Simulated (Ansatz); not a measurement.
Ansatz (a program for electronic structure) input for WOCl₃, SMILES [Cl][W](=[O])([Cl])[Cl] (connectivity only; charge and spin as stated), neutral, multiplicity 2, PBE-D3(BJ)/def2-SVP. 

Ansatz 0.2 input:
```yaml
crystal:
  periodic: [false, false, false]
  atoms:
    - {symbol: W, position_ang: [0.07145308, -0.22131506, 0.00000000]}
    - {symbol: O, position_ang: [-0.09240397, -1.90280069, -0.00000000]}
    - {symbol: Cl, position_ang: [2.18129167, 0.66419412, -0.00000000]}
    - {symbol: Cl, position_ang: [-1.22441925, 0.59730646, -1.70666781]}
    - {symbol: Cl, position_ang: [-1.22441925, 0.59730646, 1.70666781]}
basis:
  gaussian:
    orbitals: def2-SVP
hamiltonian:
  xc: pbe
  dispersion: d3bj
magnetization: {spin_polarized: true, initial_magnetization: 1}
relax: {f_tol: 0.002, max_steps: 200}
```

Output:

```
WARN ansatz: RAYON_NUM_THREADS=1 ignored (pool sized by the plan → 1); use --threads N
Functional definition: PBE
integrals: 0.05 GiB planned
1035 factors; their error is unknown
mean field: 0.35 GiB planned
mean field evaluation 1: about -41408.5823 eV, gradient 4.6e1 eV
mean field evaluation 2: about -41214.7400 eV, gradient 1.7e2 eV
mean field evaluation 4: about -41414.3973 eV, gradient 2.1e1 eV
mean field evaluation 8: about -41416.7081 eV, gradient 4.9e-1 eV
mean field evaluation 16: about -41416.6425 eV, gradient 7.8e-4 eV
mean field evaluation 32: about -41416.1911 eV, gradient 4.8e-1 eV
mean field -41416.64246137 eV, -1522.0335372468 hartree, gradient 9.5e-6 eV, S^2 0.753689; 4 other end points of the search recorded, 0 dependent functions left out
the calculation of the forces begins
reference -41416.64252307 eV, -1522.0335395143 hartree; 37, 36 occupied and 63, 64 virtual orbitals, 1035 factors
relax step   1: F+E_penalty+E_count = -41416.83563985 eV  Δ(F+E_penalty+E_count) = +0.000e0 eV  max|allowed force component| = 7.106e-1 eV/Å  Δτ_max = 0.0000 Å  (101 SCF iters, accepted)
these checks for a lower state are left out or cut short: starts, cluster_reference, orbital_swaps, neighbouring_geometries, increment
integrals: 0.05 GiB planned
1035 factors; their error is unknown
mean field: 0.35 GiB planned
mean field -41416.64736614 eV, -1522.0337174938 hartree, gradient 2.5e-5 eV, S^2 0.753791; 0 other end points of the search recorded, 0 dependent functions left out
the calculation of the forces begins
reference -41416.64742781 eV, -1522.0337197603 hartree; 37, 36 occupied and 63, 64 virtual orbitals, 1035 factors
relax step   2: F+E_penalty+E_count = -41416.84049176 eV  Δ(F+E_penalty+E_count) = -4.852e-3 eV  max|allowed force component| = 6.931e-2 eV/Å  Δτ_max = 0.0190 Å  (36 SCF iters, accepted)
these checks for a lower state are left out or cut short: starts, cluster_reference, orbital_swaps, neighbouring_geometries, increment
integrals: 0.05 GiB planned
1035 factors; their error is unknown
mean field: 0.35 GiB planned
mean field -41416.64739412 eV, -1522.0337185219 hartree, gradient 1.4e-5 eV, S^2 0.753811; 0 other end points of the search recorded, 0 dependent functions left out
the calculation of the forces begins
reference -41416.64745580 eV, -1522.0337207887 hartree; 37, 36 occupied and 63, 64 virtual orbitals, 1035 factors
relax step   3: F+E_penalty+E_count = -41416.84048405 eV  Δ(F+E_penalty+E_count) = +7.707e-6 eV  max|allowed force component| = 8.107e-2 eV/Å  Δτ_max = 0.0160 Å  (37 SCF iters, rejected (line search))
these checks for a lower state are left out or cut short: starts, cluster_reference, orbital_swaps, neighbouring_geometries, increment
integrals: 0.05 GiB planned
1035 factors; their error is unknown
mean field: 0.35 GiB planned
mean field evaluation 64: about -41416.6476 eV, gradient 2.1e-5 eV
mean field -41416.64761910 eV, -1522.0337267900 hartree, gradient 2.1e-5 eV, S^2 0.753809; 0 other end points of the search recorded, 0 dependent functions left out
the calculation of the forces begins
reference -41416.64768077 eV, -1522.0337290561 hartree; 37, 36 occupied and 63, 64 virtual orbitals, 1035 factors
relax step   4: F+E_penalty+E_count = -41416.84073860 eV  Δ(F+E_penalty+E_count) = -2.468e-4 eV  max|allowed force component| = 1.691e-2 eV/Å  Δτ_max = 0.0078 Å  (35 SCF iters, accepted)
these checks for a lower state are left out or cut short: starts, cluster_reference, orbital_swaps, neighbouring_geometries, increment
integrals: 0.05 GiB planned
1035 factors; their error is unknown
mean field: 0.35 GiB planned
mean field -41416.64764262 eV, -1522.0337276542 hartree, gradient 2.0e-5 eV, S^2 0.753812; 0 other end points of the search recorded, 0 dependent functions left out
the calculation of the forces begins
reference -41416.64770427 eV, -1522.0337299199 hartree; 37, 36 occupied and 63, 64 virtual orbitals, 1035 factors
relax step   5: F+E_penalty+E_count = -41416.84075736 eV  Δ(F+E_penalty+E_count) = -1.876e-5 eV  max|allowed force component| = 1.270e-2 eV/Å  Δτ_max = 0.0025 Å  (38 SCF iters, accepted)
these checks for a lower state are left out or cut short: starts, cluster_reference, orbital_swaps, neighbouring_geometries, increment
integrals: 0.05 GiB planned
1035 factors; their error is unknown
mean field: 0.35 GiB planned
mean field -41416.64764987 eV, -1522.0337279205 hartree, gradient 1.6e-5 eV, S^2 0.753809; 0 other end points of the search recorded, 0 dependent functions left out
the calculation of the forces begins
reference -41416.64771152 eV, -1522.0337301862 hartree; 37, 36 occupied and 63, 64 virtual orbitals, 1035 factors
relax step   6: F+E_penalty+E_count = -41416.84075855 eV  Δ(F+E_penalty+E_count) = -1.197e-6 eV  max|allowed force component| = 9.669e-3 eV/Å  Δτ_max = 0.0009 Å  (31 SCF iters, accepted)
these checks for a lower state are left out or cut short: starts, cluster_reference, orbital_swaps, neighbouring_geometries, increment
integrals: 0.05 GiB planned
1035 factors; their error is unknown
mean field: 0.35 GiB planned
mean field evaluation 96: about -41416.6477 eV, gradient 2.2e-5 eV
mean field -41416.64765347 eV, -1522.0337280530 hartree, gradient 2.2e-5 eV, S^2 0.753812; 0 other end points of the search recorded, 0 dependent functions left out
the calculation of the forces begins
reference -41416.64771512 eV, -1522.0337303185 hartree; 37, 36 occupied and 63, 64 virtual orbitals, 1035 factors
relax step   7: F+E_penalty+E_count = -41416.84076122 eV  Δ(F+E_penalty+E_count) = -2.668e-6 eV  max|allowed force component| = 1.597e-3 eV/Å  Δτ_max = 0.0008 Å  (32 SCF iters, accepted)
integrals: 0.05 GiB planned
1035 factors; their error is unknown
mean field: 0.35 GiB planned
mean field evaluation 128: about -41416.1238 eV, gradient 1.8e-5 eV
mean field -41416.64765347 eV, -1522.0337280530 hartree, gradient 2.2e-5 eV, S^2 0.753812; 5 other end points of the search recorded, 0 dependent functions left out
the calculation of the forces begins
reference -41416.64771512 eV, -1522.0337303185 hartree; 37, 36 occupied and 63, 64 virtual orbitals, 1035 factors
Total energy: -41416.84082287 eV, -1522.0408268974 hartree
Atom 0 at     0.080245    -0.209717     0.000000 Å, force     0.000428    -0.001597    -0.000000 eV/Å
Atom 1 at    -0.078347    -1.902575     0.000000 Å, force     0.000006     0.001332    -0.000000 eV/Å
Atom 2 at     2.198000     0.647598    -0.000000 Å, force    -0.000122     0.000056    -0.000000 eV/Å
Atom 3 at    -1.244197     0.599693    -1.686602 Å, force    -0.000156     0.000104    -0.000230 eV/Å
Atom 4 at    -1.244197     0.599693     1.686602 Å, force    -0.000156     0.000104     0.000230 eV/Å
Dipole moment:     0.207747     0.132528     0.000000 e Å
```

The run converged.
